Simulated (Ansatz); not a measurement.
Reaction (hydrogenolysis of the In–C bond): `N#[C][In]([Cl])[Cl]` + H₂ → `[Cl][InH][Cl]` + `C#N`

Computed with Ansatz on PBE0-D4/def2-TZVP structures; ΔE is electronic, products minus reactants. CBS: MP2 limit from def2 TZ/QZ plus the TZ coupled-cluster correction, frozen cores. This one scheme is used for every species. Elements past krypton have def2 core potentials. For In outer-core shells are correlated without core-valence functions, which leaves a few kJ/mol of doubt a bond.

```tsv
species	CCSD(T)/CBS(def2) energy (Eh)
`N#[C][In]([Cl])[Cl]`	-1202.20735
H₂	-1.17544
`[Cl][InH][Cl]`	-1110.06218
`C#N`	-93.32098
```

Work out ΔE.

ΔE = (-1110.06218) + (-93.32098) − (-1202.20735) − (-1.17544) = -0.00037 Eh = -1.0 kJ/mol.

Largest T1 diagnostic among the species: 0.014.

The D4 term adds +5.9 kJ/mol with B3LYP and +3.4 kJ/mol with PBE0; it sums over pairs of atoms, weighted by their polarisabilities, and B3LYP, whose exchange is more repulsive, gets the larger term. In def2-TZVPP, CCSD(T) changes the Hartree–Fock value by +16.5 kJ/mol (the triples alone add +5.1 kJ/mol) and MP2 by +22.7 kJ/mol. Leaving LDA and LC-ωPBE aside and taking each functional with its dispersion term where it has one, the values, not all of them listed here, spread over 11.6 kJ/mol, from B97M-V to revPBE-D4. LDA lies −8.2 kJ/mol from PBE without D4.

B3LYP here is the variant with VWN-RPA as its local correlation; programs differ in this.
